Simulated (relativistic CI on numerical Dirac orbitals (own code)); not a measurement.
# Radial parameters of Os28+

Method of calculation: Dirac-Coulomb-Breit CI, KLI orbitals optimised for each configuration, a model potential for QED, unscaled Slater integrals (own radial code, finite nucleus).

Slater integrals F^k, G^k are unscaled and averaged over j, outside the closed core [Ar] 3d10; ζ comes from projecting the Hamiltonian with its Breit term on Σ l·s of the shell.

- 4s²4p⁶4d¹⁰4f²: F^2(4f,4f) = 248430, F^4(4f,4f) = 161910, F^6(4f,4f) = 118390, ζ(4f) = 9774.8 cm⁻¹; <r>(4f) = 0.4218, <r^2>(4f) = 0.2039 (bohr units).
- 4s²4p⁶4d⁹4f³: ζ(4d) = 58005, F^2(4f,4f) = 248030, F^4(4f,4f) = 161630, F^6(4f,4f) = 118180, F^2(4d,4f) = 229060, F^4(4d,4f) = 149300, G^1(4d,4f) = 245080, G^3(4d,4f) = 165870, G^5(4d,4f) = 120940, ζ(4f) = 9682.1 cm⁻¹; <r>(4d) = 0.4376, <r^2>(4d) = 0.2192, <r>(4f) = 0.4224, <r^2>(4f) = 0.2044 (bohr units).
- 4s²4p⁶4d¹⁰4f5s: ζ(4f) = 10021, G^3(4f,5s) = 34048 cm⁻¹; <r>(4f) = 0.4181, <r^2>(4f) = 0.2002, <r>(5s) = 0.7558, <r^2>(5s) = 0.6366 (bohr units).

Averages of the first 10 configurations, taken without configuration mixing, which lowers the lowest level and can move excited configurations by several eV; other configurations of the list can lie among them:

```
 Configuration  Parity  States  Average energy above the lowest level (eV)
 4s²4p⁶4d¹⁰4f²    even      91                                         7.9
  4s²4p⁶4d⁹4f³     odd    3640                                       233.2
4s²4p⁶4d¹⁰4f5s     odd      28                                       157.8
4s²4p⁶4d¹⁰4f5p    even      84                                       225.3
 4s²4p⁶4d¹⁰5s²    even       1                                       318.9
 4s²4p⁵4d¹⁰4f³    even    2184                                       460.9
4s²4p⁶4d¹⁰5s5p     odd      12                                       383.4
4s²4p⁶4d¹⁰4f5d     odd     140                                       314.2
 4s²4p⁶4d¹⁰5p²    even      15                                       453.7
4s²4p⁶4d¹⁰5s5d    even      20                                       474.7
```
